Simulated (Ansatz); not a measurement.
`CC[Si](N)(CC)CC`, relaxed with RKS PBE0-D4/def2-TZVP in the Gaussian-basis code of Ansatz from a PBE-D4/def2-SVP geometry. The force threshold is 0.005 eV/Å; the program also tests the step.

The species carries charge 0 and has multiplicity 1.

Start:

```xyz
25

C     0.459    2.122    1.974
C     0.775    1.706    0.531
Si   -0.327    0.309   -0.129
N    -1.993    0.876   -0.054
C     0.245   -0.139   -1.892
C    -0.621   -1.212   -2.567
C    -0.251   -1.227    0.985
C     1.150   -1.843    1.114
H    -0.612    2.388    2.083
H     0.659    1.296    2.688
H     1.062    2.994    2.305
H     0.662    2.574   -0.158
H     1.838    1.394    0.429
H    -2.254    1.684   -0.626
H    -2.735    0.173   -0.118
H     0.235    0.798   -2.494
H     1.311   -0.458   -1.861
H    -1.692   -0.917   -2.570
H    -0.328   -1.398   -3.622
H    -0.557   -2.184   -2.034
H    -0.967   -1.982    0.592
H    -0.644   -0.937    1.984
H     1.546   -2.172    0.131
H     1.159   -2.729    1.782
H     1.880   -1.116    1.528
```

**Question.** How much energy does the relaxation release, and in how many steps? (Estimate.)

**Answer.** Ansatz gave: 10.65 kJ/mol, in 9 steps, 1 of them rejected.

**Question.** Which bonds change most? (An estimate is asked.)

**Answer.** The calculation gave: Si3–N4 from 1.762 to 1.731 Å; Si3–C5 from 1.907 to 1.884 Å; Si3–C7 from 1.899 to 1.878 Å; C2–Si3 from 1.898 to 1.878 Å.

**Question.** Give the relaxed structure. (An estimate is asked.)

**Answer.** Computed: 
```xyz
25

C     0.489    2.079    1.969
C     0.744    1.705    0.512
Si   -0.351    0.324   -0.136
N    -1.991    0.875   -0.084
C     0.241   -0.124   -1.868
C    -0.556   -1.243   -2.530
C    -0.281   -1.193    0.970
C     1.106   -1.822    1.071
H    -0.558    2.346    2.128
H     0.714    1.244    2.639
H     1.103    2.926    2.288
H     0.597    2.580   -0.134
H     1.792    1.414    0.368
H    -2.273    1.699   -0.590
H    -2.744    0.207   -0.052
H     0.196    0.783   -2.483
H     1.303   -0.391   -1.818
H    -1.619   -0.992   -2.586
H    -0.215   -1.447   -3.548
H    -0.475   -2.178   -1.968
H    -1.001   -1.931    0.598
H    -0.640   -0.902    1.963
H     1.469   -2.153    0.094
H     1.112   -2.694    1.731
H     1.840   -1.113    1.464
```
